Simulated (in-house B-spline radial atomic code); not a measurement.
A fraction x of an electron is removed from 4f in Er²⁺, starting from [Xe] 4f12 and keeping the highest spin. Method: scalar-relativistic (X2C) wB97X, spin-polarised, spherical fractional occupations, Fermi nucleus of rms radius 5.2516 fm. Calculated with an all-electron radial atomic-structure program (B-spline basis).

Caution: exact exchange at fractional occupations of open shells leaves self-interaction of up to several eV.

```json
{"x": "0", "E(x) - E(0) (eV)": "0.0000", "4f down level (eV)": "-18.202"}
{"x": "0.1", "E(x) - E(0) (eV)": "1.8932", "4f down level (eV)": "-19.668"}
{"x": "0.24", "E(x) - E(0) (eV)": "4.7936", "4f down level (eV)": "-21.776"}
{"x": "0.34", "E(x) - E(0) (eV)": "7.0480", "4f down level (eV)": "-23.318"}
{"x": "0.43", "E(x) - E(0) (eV)": "9.2100", "4f down level (eV)": "-24.731"}
{"x": "0.5", "E(x) - E(0) (eV)": "10.9801", "4f down level (eV)": "-25.845"}
{"x": "0.57", "E(x) - E(0) (eV)": "12.8287", "4f down level (eV)": "-26.974"}
{"x": "0.65", "E(x) - E(0) (eV)": "15.0387", "4f down level (eV)": "-28.280"}
{"x": "0.84", "E(x) - E(0) (eV)": "20.7114", "4f down level (eV)": "-31.449"}
{"x": "0.95", "E(x) - E(0) (eV)": "24.2737", "4f down level (eV)": "-33.326"}
{"x": "1", "E(x) - E(0) (eV)": "25.9616", "4f down level (eV)": "-34.189"}
```

The exact functional would give a straight line between the two integer points. Deviations E(x) - E(0) - x[E(1) - E(0)], in eV: -0.703 at x = 0.1, -1.437 at x = 0.24, -1.779 at x = 0.34, -1.953 at x = 0.43, -2.001 at x = 0.5, -1.969 at x = 0.57, -1.836 at x = 0.65, -1.096 at x = 0.84, -0.39 at x = 0.95.

The curve lies below the straight line by up to 2.001 eV (at x = 0.5): convex, the delocalisation error, to which spherically averaged exact exchange adds.

(1) How well does Slater's transition state (minus the level at half occupation) give the ionisation energy?

Results:

(1) It gives 25.845 eV against 25.962 eV from the two total energies; NIST lists 22.70 eV, ground level to ground level. The end point has an open shell averaged over its orbitals, so its exact exchange keeps a self-interaction and this is no true integer point.
